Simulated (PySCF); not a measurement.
FH6NOSi2, SMILES O[SiH2]N[SiH2]F.

The structure is a stationary point at B3LYP-D3(BJ)/def2-SVP. This is a generated structure with no PubChem entry under its InChIKey; it may be hypothetical. The values are those of a single conformer.

Level of theory: PySCF 2.14.0 with TDA-M06-2X/def2-SVPD.

Vertical excitations. Gas-phase values at a fixed geometry.

```
state  energy (eV)  λ (nm)      f                                                                  main pairs
-----  -----------  ------  -----  --------------------------------------------------------------------------
S1            7.34     169  0.032                                                              HOMO→LUMO 76 %
S2            7.94     156  0.061                                          HOMO→LUMO+1 45 %, HOMO−1→LUMO 25 %
S3            8.21     151  0.058                                          HOMO−1→LUMO 46 %, HOMO→LUMO+1 30 %
S4            8.40     148  0.063                                                            HOMO→LUMO+2 80 %
S5            8.57     145  0.034      HOMO−2→LUMO 34 %, HOMO−1→LUMO+1 14 %, HOMO→LUMO+3 8 %, HOMO−1→LUMO 8 %
S6            8.71     142  0.033  HOMO→LUMO+3 28 %, HOMO−2→LUMO+1 14 %, HOMO−3→LUMO 12 %, HOMO−1→LUMO+1 12 %
S7            8.77     141  0.027  HOMO−1→LUMO+1 19 %, HOMO−2→LUMO+2 17 %, HOMO→LUMO+3 9 %, HOMO−2→LUMO+1 9 %
S8            8.80     141  0.014      HOMO→LUMO+3 30 %, HOMO−1→LUMO+1 18 %, HOMO−2→LUMO 9 %, HOMO→LUMO+5 6 %
S9            8.93     139  0.014    HOMO−2→LUMO+2 31 %, HOMO−2→LUMO 14 %, HOMO→LUMO+5 8 %, HOMO−3→LUMO+2 6 %
S10           9.05     137  0.051     HOMO→LUMO+5 23 %, HOMO−3→LUMO 20 %, HOMO→LUMO+4 10 %, HOMO−2→LUMO+1 8 %
T1            6.96     178      0                                                              HOMO→LUMO 74 %
T2            7.54     165      0                         HOMO→LUMO+1 44 %, HOMO→LUMO+2 20 %, HOMO−1→LUMO 9 %
T3            7.71     161      0                         HOMO→LUMO+2 41 %, HOMO−1→LUMO 24 %, HOMO→LUMO+4 9 %
T4            7.90     157      0                        HOMO−1→LUMO 30 %, HOMO→LUMO+1 27 %, HOMO→LUMO+2 12 %
```
Triplets are in the Tamm–Dancoff approximation.
